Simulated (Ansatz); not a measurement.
The lowest singlet and triplet of AlCl (SMILES [Al][Cl]); geometries from B3LYP-D3(BJ)/def2-TZVP, each state relaxed from the structure named, with no frequency check.
Singlet (charge 0, multiplicity 1):
```xyz
2

Al     0.00000     0.00000    -1.22411
Cl     0.00000     0.00000     0.93609
```
Triplet (charge 0, multiplicity 3):
```xyz
2

Al     0.000     0.000    -1.204
Cl     0.000     0.000     0.921
```

A positive gap puts the triplet lower; no zero-point energy. R- takes a restricted singlet. U- takes an unrestricted singlet (broken symmetry where lower, unprojected). The triplet is unrestricted in single-reference levels.

The values were computed with Ansatz (a first-principles code). 

One of these levels gives -48.86 kcal/mol for the gap E(singlet) − E(triplet), adiabatic. Which?
(A) R-HF/cc-pV(T+d)Z
(B) R-wB97M-V/def2-TZVPP
(C) U-wB97X-V/def2-TZVPP

A, R-HF/cc-pV(T+d)Z. The others give -70.00 (U-wB97X-V/def2-TZVPP), -77.16 (R-wB97M-V/def2-TZVPP)
